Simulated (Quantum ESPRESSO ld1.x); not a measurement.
Q: Pb XL, 43 electrons, occupied as [Kr] 4d7. All-electron calculation, Dirac Kohn-Sham, PW91, spin-unpolarised, spherical densities, point nucleus; open shells fill j = l - 1/2 first. Program: ld1.x of Quantum ESPRESSO 7.5. Some entries of the table are withheld. Estimate them.

orbital  occ.  eigenvalue (Ry)  <1/r> (bohr^-1)  <r> (bohr)
1s1/2       2         -6591.26            101.5     0.01604
2s1/2       2         -1280.36            25.08     0.06689
2p1/2       2         -1234.34            25.01     0.05488
2p3/2       4         -1073.39            19.96     0.06379
3s1/2       2         -400.201            9.268      0.1727
3p1/2       2         -379.769            9.169      0.1632
3p3/2       4         -343.225            7.859      0.1789
3d3/2       4         -310.097            7.741      0.1553
3d5/2       6         -302.309            7.450      0.1600
4s1/2       2         -172.840            4.288      0.3564
4p1/2       2              (1)            4.204      0.3533
4p3/2       4              (2)            3.762      0.3780
4d3/2       4         -138.609            3.634      0.3677
4d5/2       3         -136.305            3.537      0.3747
4f5/2       0         -119.288              (3)      0.3455
4f7/2       0         -118.627              (4)      0.3485
5s1/2       0         -95.2791            2.373      0.6279
5p1/2       0         -91.1172            2.324      0.6331
5p3/2       0         -86.6459            2.143      0.6658

A: 
(1) 4p1/2 eigenvalue (Ry): -163.920
(2) 4p3/2 eigenvalue (Ry): -152.839
(3) 4f5/2 <1/r> (bohr^-1): 3.339
(4) 4f7/2 <1/r> (bohr^-1): 3.304
